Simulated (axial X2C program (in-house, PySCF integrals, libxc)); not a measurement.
Correcting the dissociation energy of In₂⁺ for spin–orbit coupling

A spin-free CCSD(T) curve (one-electron X2C) was computed with an in-house all-electron X2C program for linear molecules (integrals from PySCF), basis In dyall-cv3z [11s12p9d4f1g] (cores contracted in-house), for the state M_S = 1/2, Λ = 0 (beyond evenly filled blocks: σα). It gives D0 = 1.233 eV to In+ + In, which in a spin-free picture are the weighted means of the ground terms.

Correlated methods: 5 electrons correlated (number of frozen shells: In 4 s, 3 p, 2 d), 323 virtual spin orbitals or spinors in MP2, 89 natural virtuals in coupled cluster.

Measured levels of the ground terms (NIST Handbook of Basic Atomic Spectroscopic Data), in cm⁻¹: In+ 1S: J = 0 at 0; In 2P: J = 1/2 at 0, J = 3/2 at 2212.6.

The molecular state has Λ = 0, so it has no first-order lowering.

**Question.** How far does each ground level lie under the (2J+1)-weighted mean of its term?

**Answer.** In+: a single level, 0; In: (2 × 0 + 4 × 2212.6)/6 = 1475 cm⁻¹.

**Question.** Correct D0.

**Answer.** D0 = 1.233 + (0 − 1475)/8065.5 = 1.050 eV at CCSD(T) with these spin–orbit terms. The direct two-component run gives 1.088 eV; the difference holds second-order terms in the molecule, scalar two-electron terms, the gap between measured and computed atomic splittings (a 2c atom can miss part of its lowering) and, in coupled cluster, the truncation of each run.

Second-order spin–orbit effects in the molecule, which grow quickly with Z, are left out. One determinant describes the state; a PBE0 search over occupations chose it and may have missed a lower one. Dissociation energies refer to the lowest single-determinant-based atoms at the same level and basis. Coupled cluster ran in a truncated set of natural virtual spinors; the MP2 energy of the rest was added. (T) has no such correction and the atoms are truncated less, which lowers De at CCSD(T) by a hundredth of an eV or more. With the outer-core shells frozen, correlated bond lengths of heavy atoms tend to come out a few hundredths of an ångström too long.
